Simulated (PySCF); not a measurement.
B(H)(Et)(OEt), SMILES CCBOCC (C₄H₁₁BO) at its GFN2-xTB optimised geometry (Å):

```
17

B     -0.1123    -0.2021     0.0000
H     -0.7289    -1.2152    -0.0055
C     -0.8493     1.2099     0.0000
C     -2.0467     1.2839     0.9510
H     -1.2090     1.4103    -1.0136
H     -0.1507     2.0124     0.2414
H     -1.7252     1.1344     1.9793
H     -2.7741     0.5128     0.7083
H     -2.5377     2.2533     0.8845
O      1.2152    -0.2021     0.0000
C      2.0215    -1.3565    -0.0511
C      2.7042    -1.4664    -1.4100
H      2.7741    -1.2613     0.7404
H      1.4175    -2.2533     0.1401
H      3.2896    -0.5717    -1.6055
H      3.3605    -2.3323    -1.4273
H      1.9571    -1.5701    -2.1935
```

Computed with PySCF with B3LYP/def2-SVP.

Map of the Laplacian of the electron density (e/bohr⁵) on the plane z = 1.5 Å:

```
|%%%%%%%%%%%%%%%%%%%%%%%%%%%|
|%%%%%%%%%%%%%%%%%%%%%%%%%%%|
|%%%%%%%%%%%%%%%%%%%%%%%%%%%|
|%%%%%%%%%%%%%%%%%%%%%%%%%%%|
|%%%%%%%%%%%%%%%%%%%%%%%%%%%|
|%%%%%%%%%%%%%%%%%%%%%%%%%%%|
|%%%%%%%%%%%%%%%%%%%%%%%%%%%|
|%%%%%%@@@@%%%%%%%%%%%%%%%%%|
|%%%%%@@@@@@%%%%%%%%%%%%%%%%|
|%%%%%@@@*%@@%%%%%%%%%%%%%%%|
|%%%%%@@% *@@%%%%%%%%%%%%%%%|
|%%%%%@@@%@@%%%%%%%%%%%%%%%%|
|%%%%%%@@@@%%%%%%%%%%%%%%%%%|
|%%%%%%%%%%%%%%%%%%%%%%%%%%%|
|%%%%%%%%%%%%%%%%%%%%%%%%%%%|
|%%%%%%%%%%%%%%%%%%%%%%%%%%%|
|%%%%%%%%%%%%%%%%%%%%%%%%%%%|
|%%%%%%%%%%%%%%%%%%%%%%%%%%%|
|%%%%%%%%%%%%%%%%%%%%%%%%%%%|
|%%%%%%%%%%%%%%%%%%%%%%%%%%%|
|%%%%%%%%%%%%%%%%%%%%%%%%%%%|
|%%%%%%%%%%%%%%%%%%%%%%%%%%%|
|%%%%%%%%%%%%%%%%%%%%%%%%%%%|
|%%%%%%%%%%%%%%%%%%%%%%%%%%%|
|%%%%%%%%%%%%%%%%%%%%%%%%%%%|
|%%%%%%%%%%%%%%%%%%%%%%%%%%%|
|%%%%%%%%%%%%%%%%%%%%%%%%%%%|
```
Scale: ten equal steps from -0.938 (start of ' ') to 0.168 (end of '@'), in the order ' .:-=+*#%@'; x runs from -5.00 to 5.00, y from -5.00 (bottom) to 5.00 (top).
